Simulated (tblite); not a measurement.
Cl$_{3}$Sb, singlet, geometry from GFN2-xTB; GFN1-xTB (tblite).

tblite was given this input:
```
$ tblite run mol.xyz --method gfn1 --charge 0 --spin 0 --json tblite.json --no-restart

# file mol.xyz
4

Sb     0.00484300    -0.00078460     0.61928673
Cl    -1.76019696    -0.96558664    -0.60678369
Cl     0.03597192     2.00418831    -0.61706773
Cl     1.70969605    -1.03624788    -0.63400877
```

The log (banner, timings and long lists left out):

```
xTB calculator
 | screened Coulomb repulsion
 | Coulomb electrostatics
 |  * isotropic Klopman-Ohno-Mataga-Nishimoto electrostatics
 |  * onsite third-order electrostatics
 | DFT-D3(BJ) dispersion correction

halogen bonding energy    0.0000000000000E+00 Eh
repulsion energy          9.3955465640363E-03 Eh
dispersion energy        -2.3121207027940E-03 Eh
number of electrons       2.6000000000000E+01 e
integral cutoff           4.0000000000000E+01 bohr

------------------------------------------------------------
  cycle        total energy    energy error   density error
------------------------------------------------------------
      1     -15.19847615251  -1.5205560E+01   6.4388015E-01
      2     -15.25211904711  -5.3642895E-02   3.3804908E-01
      3     -15.40674581691  -1.5462677E-01   2.2565310E-01
      4     -15.42721078469  -2.0464968E-02   3.4514609E-02
      5     -15.42896024759  -1.7494629E-03   1.1635504E-03
      6     -15.42896147073  -1.2231460E-06   2.3005265E-04
      7     -15.42896151493  -4.4200412E-08   2.1311151E-05
      8     -15.42896151550  -5.6312466E-10   2.3442424E-06
------------------------------------------------------------

electronic energy        -1.5436044941359E+01 Eh
total energy             -1.5428961515498E+01 Eh

Post processing:
 | Mayer-Wiberg bond orders

[Info] JSON dump of results written to 'tblite.json'
```
